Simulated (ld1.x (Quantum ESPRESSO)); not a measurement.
What one change does to a pseudopotential (F (Z = 9), RRKJ)

* Element: fluorine
* Generator: ld1.x (Quantum ESPRESSO) 7.5
* Type: norm-conserving RRKJ (Kleinman–Bylander form)
* Functional: LDA (PZ)
* Relativity: scalar-relativistic
* Frozen core: [He]
* Valence charge: 7
* Reference configuration: 2s2 2p3 (charge +2)
* Partial waves: 2p (bound): rc 1.60 bohr; 3d channel at 0.5 Ry: rc 1.75 bohr; 2s (bound): rc 0.80 bohr
* Local potential: the s channel
* Core correction: a·sin(br)/r model core inside 0.55 bohr

All-electron outer shells of the reference configuration (LDA (PZ), scalar-relativistic, ld1.x):

```tsv
shell	level (eV)	outermost node (bohr)	outermost maximum (bohr)
2s	-67.61	0.24	0.73
2p	-49.11	–	0.65
```

Change: wave 2p (bound): rc 1.60 bohr becomes 2p (bound): rc 2.42 bohr.

Cutoffs: the cutoffs (Ry, on a coarse ladder) from which the occupation-weighted sum of valence levels, in a spherical-Bessel basis at the reference potential, stays within 10 and 1 mRy of its value at 400 Ry; they do not see the model core or the augmentation charge, which bear on the density cutoff. Errors are all-electron minus pseudo energies relative to the spin-unpolarised reference configuration.

Question: How do hardness, ghosts and transferability respond?

Answer: The potential gets neither clearly harder nor softer (140 Ry and 230 Ry → 140 Ry and 230 Ry); the s channel sets the loose cutoff, while the largest relative change is in p, which becomes softer; of the 9 tests that both files solve, the error grows in 9 and shrinks in 0 by more than 15 % and 0.3 meV (median size 509.2 → 3150.9 meV); neither file shows a bound ghost at the reference potential, the only one tested. More of the atom is replaced by a form fitted at one configuration, so other configurations suffer.

| quantity | base | changed |
| --- | --- | --- |
| cutoff, loose | 140 Ry | 140 Ry |
| cutoff, tight | 230 Ry | 230 Ry |
| loose cutoff by channel (10 mRy a level) | p 45 Ry, s 90 Ry | p 25 Ry, s 90 Ry |
| bound ghosts | none | none |
| error for 2s2 2p5, meV [ΔE -58.07 eV] | +509 | +3189 |
| error for 2s2 2p4, meV [ΔE -38.51 eV] | +218 | +1120 |
| error for 2s2 2p2, meV [ΔE 60.73 eV] | +478 | +1796 |
| error for 2s2 2p1, meV [ΔE 146.60 eV] | +2592 | +8584 |
| error for 2s2 2p5.3, meV [ΔE -60.79 eV] | +560 | +3727 |
| error for 2s1 2p6, meV [ΔE -39.68 eV] | +1072 | +5028 |
| error for 2s2 2p4.5, meV [ΔE -50.44 eV] | +380 | +2152 |
| error for 2s2 2p3 (spin-polarised), meV [ΔE -5.10 eV] | -14 | -804 |
| error for 2s2 2p5 (spin-polarised), meV [ΔE -58.45 eV] | +516 | +3151 |

Changed file: These tests converged, but a pseudo level misses the all-electron one widely, so the file describes the atom poorly there or has found another state: 2s2 2p1: 2p by 10.0 eV; 2s2 2p5.3: 2p by 1.6 eV; 2s1 2p6: 2p by 2.4 eV; 2s2 2p4.5: 2p by 2.1 eV.
